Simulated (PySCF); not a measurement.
CdF2, SMILES [F][Cd][F].

Geometry optimised at PBE0-D3(BJ)/def2-TZVP. The def2 effective core potentials stand for the cores of Cd; spin–orbit coupling is left out.

Computed with TDDFT-B3LYP/def2-TZVPD (PySCF).

Vertical excitations; the highest root listed may be one member of a degenerate set.  State labels are in the subgroup D2h.

| state | symmetry | energy (eV) | λ (nm) | f | main pairs |
|---|---|---|---|---|---|
| S1 | B3g | 5.60 | 222 | 0.000 | HOMO→LUMO (degenerate set) |
| S2 | B2g | 5.60 | 222 | 0.000 | HOMO−1→LUMO (degenerate set) |
| S3 | B2u | 6.22 | 199 | 0.026 | HOMO−3→LUMO (degenerate set) |
| S4 | B3u | 6.22 | 199 | 0.026 | HOMO−2→LUMO (degenerate set) |
| S5 | Ag | 7.11 | 174 | 0.000 | HOMO−4→LUMO 90 % |
| S6 | B1u | 7.38 | 168 | 0.134 | HOMO−5→LUMO 64 %, HOMO→LUMO+1 18 %, HOMO−1→LUMO+2 18 % |
| S7 | Au | 7.91 | 157 | 0.000 | HOMO→LUMO+2 50 %, HOMO−1→LUMO+1 50 % |
| S8 | Au | 7.94 | 156 | 0.000 | HOMO−1→LUMO+1, HOMO→LUMO+2 (degenerate set) |
| S9 | B1u | 7.94 | 156 | 0.000 | HOMO−1→LUMO+2, HOMO→LUMO+1 (degenerate set) |
| S10 | B1g | 8.48 | 146 | 0.000 | HOMO−2→LUMO+1 50 %, HOMO−3→LUMO+2 50 % |
| T1 | B3g | 5.22 | 237 | 0 | HOMO→LUMO (degenerate set) |
| T2 | B2g | 5.22 | 237 | 0 | HOMO−1→LUMO (degenerate set) |
| T3 | B2u | 5.79 | 214 | 0 | HOMO−3→LUMO (degenerate set) |
| T4 | B3u | 5.79 | 214 | 0 | HOMO−2→LUMO (degenerate set) |
Triplets are in the Tamm–Dancoff approximation, which puts them higher than full response would, so one can lie above its singlet here.
